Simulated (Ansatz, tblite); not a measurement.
Forces on `CCCCCCCCCCCC[SeH]` at its PBE-D4/def2-SVP geometry. The state is a singlet with charge 0.

The xTB rows come from tblite. Single mean-field runs in def2-TZVP are fitted with def2-universal-jkfit.

GFN2-xTB (tblite), largest force 0.87 eV/Å:

```xyz
39
positions Å, forces eV/Å
C     1.604    2.695   -6.070   -0.364    0.205   -0.376
C     2.222    2.107   -4.800    0.689   -0.163    0.124
C     1.204    1.855   -3.683   -0.844    0.176   -0.080
C     1.815    1.270   -2.408    0.835   -0.166    0.085
C     0.802    1.022   -1.287   -0.813    0.206   -0.086
C     1.430    0.445   -0.013    0.630   -0.266   -0.091
C     0.460    0.246    1.160   -0.111    0.439    0.511
C    -0.628   -0.808    0.921    0.102   -0.425   -0.519
C    -1.569   -1.040    2.113   -0.601    0.305    0.100
C    -0.901   -1.686    3.334    0.569   -0.283   -0.046
C    -1.827   -1.884    4.545   -0.089    0.272    0.442
C    -2.951   -2.890    4.306   -0.001   -0.134   -0.664
Se   -4.154   -3.153    5.853    0.628   -0.168    0.224
H     0.831    2.020   -6.493    0.487    0.344    0.318
H     1.112    3.669   -5.865    0.328   -0.589   -0.038
H     2.365    2.866   -6.858   -0.375   -0.146    0.550
H     2.740    1.152   -5.043   -0.364    0.451    0.064
H     3.017    2.787   -4.421   -0.484   -0.254   -0.204
H     0.408    1.172   -4.058    0.490    0.278    0.180
H     0.684    2.809   -3.438    0.366   -0.454   -0.098
H     2.332    0.314   -2.652   -0.360    0.449    0.095
H     2.615    1.951   -2.037   -0.482   -0.272   -0.181
H     0.286    1.978   -1.039    0.362   -0.456   -0.103
H     0.006    0.342   -1.663    0.502    0.268    0.192
H     1.917   -0.528   -0.254   -0.351    0.462    0.101
H     2.254    1.117    0.312   -0.492   -0.261   -0.124
H    -0.025    1.219    1.406    0.216   -0.506   -0.229
H     1.051   -0.030    2.060   -0.251    0.047   -0.528
H    -0.146   -1.773    0.641   -0.208    0.501    0.247
H    -1.239   -0.513    0.041    0.268   -0.051    0.524
H    -2.416   -1.675    1.775    0.515    0.235    0.139
H    -2.024   -0.069    2.417    0.340   -0.469   -0.142
H    -0.040   -1.063    3.659   -0.525   -0.231   -0.136
H    -0.465   -2.667    3.036   -0.338    0.467    0.145
H    -1.221   -2.224    5.412   -0.241    0.084   -0.461
H    -2.268   -0.910    4.849    0.192   -0.456   -0.261
H    -2.555   -3.880    4.001   -0.152    0.426    0.245
H    -3.640   -2.555    3.504    0.336   -0.062    0.362
H    -3.088   -3.690    6.740   -0.410    0.196   -0.283
```

PBE-D4/def2-TZVP (Ansatz), largest force 0.38 eV/Å:

```
C -0.136 0.100 -0.202
C 0.292 -0.076 0.069
C -0.298 0.060 -0.027
C 0.299 -0.059 0.032
C -0.305 0.051 -0.036
C 0.271 -0.072 -0.018
C 0.000 0.138 0.252
C -0.004 -0.133 -0.255
C -0.276 0.069 0.019
C 0.276 -0.077 -0.026
C -0.012 0.130 0.263
C 0.003 -0.119 -0.362
Se 0.096 -0.021 0.019
H 0.204 0.162 0.119
H 0.134 -0.250 -0.039
H -0.187 -0.051 0.215
H -0.144 0.230 0.051
H -0.209 -0.153 -0.095
H 0.204 0.152 0.085
H 0.140 -0.221 -0.056
H -0.139 0.221 0.052
H -0.203 -0.149 -0.086
H 0.137 -0.218 -0.054
H 0.208 0.156 0.091
H -0.132 0.224 0.055
H -0.207 -0.149 -0.072
H 0.109 -0.229 -0.074
H -0.137 0.057 -0.230
H -0.106 0.226 0.082
H 0.146 -0.061 0.227
H 0.219 0.147 0.079
H 0.123 -0.224 -0.069
H -0.224 -0.146 -0.070
H -0.119 0.227 0.067
H -0.150 0.076 -0.223
H 0.109 -0.242 -0.090
H -0.111 0.272 0.115
H 0.183 -0.076 0.225
H -0.055 0.027 -0.036
```

r2SCAN-D4/def2-TZVP (Ansatz), largest force 0.55 eV/Å:

```
C -0.207 0.148 -0.297
C 0.446 -0.112 0.097
C -0.464 0.095 -0.045
C 0.469 -0.091 0.047
C -0.475 0.081 -0.055
C 0.420 -0.115 -0.029
C -0.003 0.218 0.388
C 0.001 -0.210 -0.392
C -0.424 0.112 0.032
C 0.427 -0.123 -0.040
C -0.013 0.214 0.406
C -0.059 -0.188 -0.513
Se 0.414 -0.098 0.074
H 0.366 0.294 0.218
H 0.239 -0.454 -0.067
H -0.339 -0.091 0.389
H -0.255 0.412 0.098
H -0.372 -0.280 -0.166
H 0.362 0.277 0.156
H 0.247 -0.400 -0.101
H -0.245 0.400 0.097
H -0.362 -0.273 -0.157
H 0.240 -0.396 -0.098
H 0.374 0.281 0.158
H -0.234 0.407 0.098
H -0.375 -0.271 -0.135
H 0.196 -0.413 -0.128
H -0.248 0.104 -0.421
H -0.192 0.408 0.141
H 0.261 -0.109 0.412
H 0.397 0.262 0.142
H 0.216 -0.404 -0.123
H -0.410 -0.264 -0.127
H -0.208 0.410 0.120
H -0.267 0.134 -0.398
H 0.194 -0.432 -0.161
H -0.184 0.474 0.184
H 0.330 -0.136 0.399
H -0.262 0.129 -0.201
```
